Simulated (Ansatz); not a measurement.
C₂H₈Si₂, charge -1, doublet, at the geometry of the source list (a state made from the parent by changing its charge; the spin is typed, not shown lowest) (a gas-phase anion, which may not be bound at this level), with bond 7-2 at 1.25 times its length; B3LYP/6-31G run with Ansatz (a program for electronic structure).

Input for Ansatz:
Ansatz 0.2 input:
```yaml
crystal:
  periodic: [false, false, false]
  atoms:
    - {symbol: C, position_ang: [0.25520000, 0.36050000, 1.25210000]}
    - {symbol: Si, position_ang: [1.34730000, -0.24900000, -0.20320000]}
    - {symbol: C, position_ang: [-0.25960000, -0.38980000, -1.24230000]}
    - {symbol: Si, position_ang: [-1.34250000, 0.28120000, 0.19250000]}
    - {symbol: H, position_ang: [0.50550000, 1.34690000, 1.63190000]}
    - {symbol: H, position_ang: [0.25060000, -0.30470000, 2.11220000]}
    - {symbol: H, position_ang: [2.54392500, 0.98900000, -0.82257500]}
    - {symbol: H, position_ang: [2.03750000, -1.52020000, 0.03680000]}
    - {symbol: H, position_ang: [-0.27460000, 0.21000000, -2.14790000]}
    - {symbol: H, position_ang: [-0.50430000, -1.40500000, -1.54560000]}
    - {symbol: H, position_ang: [-1.95990000, 1.58210000, -0.07140000]}
    - {symbol: H, position_ang: [-2.36000000, -0.65340000, 0.68360000]}
basis:
  gaussian:
    orbitals: 6-31G
hamiltonian:
  xc: b3lyp
total_charge: -1
magnetization: {spin_polarized: true, initial_magnetization: 1}
scf: {lower_state_search: standard}
```

Q: Predict the main parts of the log of this Ansatz run.

A: 
```
Functional definition: B3LYP
790 factors; integrals over basis functions are off by at most 1.9e-4 eV
mean field evaluation 1: about -17951.1137 eV, gradient 2.8e1 eV
mean field evaluation 2: about -17947.8754 eV, gradient 3.6e1 eV
mean field evaluation 4: about -17955.0545 eV, gradient 7.8e-1 eV
mean field evaluation 8: about -17955.2231 eV, gradient 5.0e-2 eV
mean field evaluation 16: about -17955.2232 eV, gradient 2.8e-4 eV
mean field -17955.22317318 eV, -659.8422811271 hartree, gradient 2.1e-5 eV, S^2 0.752995; 3 other end points of the search recorded, 0 dependent functions left out
reference -17955.22345281 eV, -659.8422914032 hartree; 25, 24 occupied and 35, 36 virtual orbitals, 790 factors
Total energy: -17955.22345281 eV, -659.8422914032 hartree
```
